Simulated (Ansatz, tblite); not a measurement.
Removing and adding an electron: B₁₃N₁₃H₃₀, a nanocrystal cut from zinc blende BN (hydrogen-capped). Total charge 0; singlet. Geometry: PBE-D4/def2-SVP. Ansatz, gas phase; energy differences of separate SCF runs; the oxidised species was run as a doublet alone; the reduced species was run as a doublet alone.

```xyz
56

B    -0.0257   -1.9930   -0.0003
B     0.8733   -1.1750    2.3177
B     2.5395   -2.0375    0.5546
B     1.5618   -0.3386   -1.1912
B     2.4511    0.4697    1.1341
B    -1.7508   -1.1410    1.7741
B    -2.6006   -1.9710   -0.5101
B    -0.9681   -0.3058   -1.7152
B    -2.6874    0.5362    0.0697
B    -0.1086    0.5041    0.5556
B     1.4737    2.2196   -0.6450
B    -1.0408    2.2522   -1.1659
B     0.6249    1.3907   -2.9298
N     1.0614   -2.1617    1.1476
N    -1.4832   -2.1288    0.6205
N    -0.6132   -1.3321    2.8772
N     0.1122   -0.5213   -0.5745
N     0.9778    0.2764    1.6875
N     2.6111   -0.5466   -0.0148
N     1.6632    1.1502   -1.7399
N     2.5274    1.9415    0.5211
N    -1.5604    0.3093    1.1617
N    -2.4031   -0.4817   -1.0534
N    -0.8063    1.1822   -2.2514
N    -2.4774    2.0063   -0.5155
N     0.0324    1.9692   -0.0333
H     0.1414   -2.8432   -0.8602
H     1.6638   -1.3205    3.2458
H     2.6952   -2.8437   -0.3580
H     3.3642   -2.1761    1.4618
H     1.7847   -1.1306   -2.0929
H     3.2849    0.3697    2.0298
H    -2.8483   -1.2621    2.3112
H    -2.4010   -2.7777   -1.4136
H    -3.7209   -2.0844   -0.0058
H    -0.8341   -1.0967   -2.6354
H    -3.8106    0.4616    0.5601
H     1.6043    3.3784   -1.0293
H    -0.9792    3.4119   -1.5644
H     0.7970    0.5559   -3.8133
H     0.7249    2.5499   -3.3404
H     1.0232   -3.1314    1.4882
H    -1.6074   -3.0973    0.9433
H    -0.7108   -2.2713    3.2895
H    -0.7716   -0.7072    3.6809
H     0.8581    0.9474    2.4606
H     3.5576   -0.4900   -0.4129
H     2.5777    1.2643   -2.1963
H     3.4762    2.0929    0.1489
H     2.4515    2.6529    1.2625
H    -1.7410    0.9810    1.9223
H    -3.1120   -0.4037   -1.7944
H    -1.4611    1.3166   -3.0329
H    -3.1963    2.1793   -1.2332
H    -2.6846    2.7194    0.1986
H    -0.1099    2.6813    0.6982
```

The xTB rows come from tblite. Single mean-field runs in def2-TZVP are fitted with def2-universal-jkfit.

(1) Estimate orbital energies and vertical ionisation energies and electron affinities at: GFN1-xTB; GFN2-xTB; PBE-D4/def2-TZVP; PBE0-D4/def2-TZVP.

Results:

(1) 
| level | −HOMO (eV) | vertical IE (eV) | −LUMO (eV) | vertical EA (eV) | HOMO–LUMO gap (eV) | IE − EA (eV) | remarks |
| --- | --- | --- | --- | --- | --- | --- | --- |
| GFN1-xTB | 10.04 | 11.91 | 3.69 | 1.66 | 6.35 | 10.25 | – |
| GFN2-xTB | 9.14 | 10.92 | 0.75 | -1.10 | 8.39 | 12.02 | – |
| PBE-D4/def2-TZVP | 5.59 | – | 1.67 | 0.24 | 3.92 | – | HOMO above zero (-1 doublet) |
| PBE0-D4/def2-TZVP | 6.88 | 8.32 | 0.88 | -0.04 | 6.01 | 8.36 | HOMO above zero (-1 doublet) |

Run but left out: PBE-D4/def2-TZVP (charge +1 doublet: an occupied level 0.09 eV above an empty one).   A HOMO above zero means that the electron is unbound at that level or that self-interaction error raises the level; the energy of removing that electron tells which. Raw xTB energy differences between charge states are shifted by several eV; the methods need an empirical correction for them. Sets without diffuse functions give affinities that are too small. A negative affinity means that the extra electron isn't bound; its size then hangs on the basis.
